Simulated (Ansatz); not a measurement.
`O[CH2][InH][OH]` → `[CH2]O`• + `[OH][InH]`• at 400 K and 1 bar (homolysis of the C–In bond).

Computed with Ansatz on PBE0-D4/def2-TZVP structures; ΔE is electronic, products minus reactants. CBS: MP2 limit from def2 TZ/QZ plus the TZ coupled-cluster correction, frozen cores. No spin–orbit coupling; open shells (•) take unrestricted orbitals. def2 core potentials past Kr. For In outer-core shells are correlated without core-valence functions, which leaves a few kJ/mol of doubt a bond. Each species was taken in one conformer, which may not be the lowest.

| species | CCSD(T)/CBS energy (Eh) | H − E (kJ/mol) | S (J/(mol·K)) |
| --- | --- | --- | --- |
| `O[CH2][InH][OH]` | -381.20830 | 190.3 | 374.9 |
| `[CH2]O`• | -114.95134 | 114.7 | 255.4 |
| `[OH][InH]`• | -266.16272 | 63.3 | 292.3 |

H − E and S are ideal-gas, rigid-rotor, harmonic terms from PBE0-D4/def2-TZVP, for one conformer and one mirror image of each species, with the whole ground term of open shells counted as degenerate. 1 Eh = 2625.50 kJ/mol, R = 8.31446 J/(mol·K).

Task: By hand: ΔE, ΔH, ΔS and ΔG.

Result: ΔE = (-114.95134) + (-266.16272) − (-381.20830) = 0.09424 Eh = 247.4 kJ/mol. Δ(H − E) = 114.7 + 63.3 − 190.3 = -12.3, so ΔH = 235.1 kJ/mol. ΔS = 255.4 + 292.3 − 374.9 = 172.8 J/(mol·K). ΔG = 235.1 − 400 × (172.8)/1000 = 166.0 kJ/mol.

Task: By hand: the equilibrium constant, and the temperature at which ΔG would vanish if ΔH and ΔS stayed fixed.

Result: log₁₀ K = −ΔG/(RT ln 10) = -21.7. ΔG = 0 at ΔH/ΔS = 1361 K.

The number of gas molecules changes by +1, which sets the sign of ΔS. A doubt of 5 kJ/mol in ΔE shifts log₁₀ K by 0.7 here. Other conformers and mirror images would add mixing entropy, several J/(mol·K) or more a flexible species. These are equilibria of isolated gas molecules and say nothing of rates. Largest T1 diagnostic: 0.021 (customary marks: 0.02 for closed shells, 0.045 for open ones).
